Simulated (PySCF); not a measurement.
# Working out the excitation energy of Ne⁺

Ne⁺ [He] 2s2 2p5 (2P) → Ne⁺ [He] 2s1 2p5 3s1 (4P). All numbers are calculated (PySCF 2.14, scalar relativity by spin-free X2C-1e, in aug-cc-pVTZ-DK (5s4p3d2f, 46 functions)). Frozen: 1s2. Energies in hartree (1 hartree = 27.21139 eV):

```csv
part,Ne⁺ (lower),Ne⁺ (upper)
UHF,-127.947218,-126.010435
CCSD correlation,-0.211842,-0.188981
(T),-0.002767,-0.014083
```

Question: What does Hartree-Fock give?

Answer: (-126.010435) − (-127.947218) = 1.936783 hartree = 52.703 eV.

Question: What do CCSD and CCSD(T) give?

Answer: The CCSD correlation energies differ by 0.022861 hartree = 0.622 eV and the triples by -0.011316 hartree = -0.308 eV, so CCSD gives 53.325 eV and CCSD(T) 53.017 eV.

The upper state lies above the first ionisation limit, where it may autoionise and the basis confines it. A Rydberg-like electron needs more diffuse functions than a valence basis has.

The coupled-cluster amplitudes are large, so a single reference is strained.
